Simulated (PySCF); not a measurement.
Si(F)(H)2(NCO) (CH2FNOSi), SMILES O=C=N[SiH2]F. Atoms are numbered in the order given.

```xyz
7

Si    -0.4810    -1.1670     0.0000
F      0.9578    -1.9132     0.0000
N     -0.2201     0.5238     0.0000
C      0.0195     1.7005     0.0000
O      0.2424     2.8480     0.0000
H     -1.2009    -1.5488    -1.2351
H     -1.2009    -1.5488     1.2351
```

The structure is a stationary point at B3LYP-D3(BJ)/def2-SVP. The values are those of a single conformer.

The numbers are results of PySCF with TDDFT-PBE0/def2-SVPD, not measurements.

Vertical excitations. Isolated molecule, no solvent. State labels are in the subgroup Cs.

```
state  symmetry  energy (eV)  λ (nm)      f                                              main pairs
-----  --------  -----------  ------  -----  ------------------------------------------------------
S1           A"         6.80     182  0.002                                          HOMO→LUMO 94 %
S2           A'         7.35     169  0.009                      HOMO−1→LUMO 61 %, HOMO→LUMO+2 34 %
S3           A"         7.68     161  0.000                                      HOMO−1→LUMO+2 96 %
S4           A"         7.80     159  0.001                                        HOMO→LUMO+1 98 %
S5           A'         8.19     151  0.005                                      HOMO−1→LUMO+1 97 %
S6           A"         8.42     147  0.005                      HOMO−2→LUMO 76 %, HOMO→LUMO+5 18 %
S7           A'         8.81     141  0.592  HOMO→LUMO+2 41 %, HOMO−1→LUMO 33 %, HOMO−1→LUMO+5 23 %
S8           A"         8.81     141  0.007                                        HOMO→LUMO+3 87 %
S9           A"         9.02     138  0.044                      HOMO→LUMO+4 68 %, HOMO→LUMO+5 13 %
S10          A"         9.10     136  0.012    HOMO→LUMO+5 61 %, HOMO−2→LUMO 19 %, HOMO→LUMO+4 14 %
T1           A'         6.49     191      0  HOMO−1→LUMO 60 %, HOMO→LUMO+2 23 %, HOMO−1→LUMO+5 13 %
T2           A"         6.52     190      0                                          HOMO→LUMO 88 %
T3           A'         6.81     182      0                      HOMO→LUMO+2 66 %, HOMO−1→LUMO 24 %
T4           A"         7.34     169      0                                      HOMO−1→LUMO+2 85 %
```
Triplets are in the Tamm–Dancoff approximation, which puts them higher than full response would, so one can lie above its singlet here.
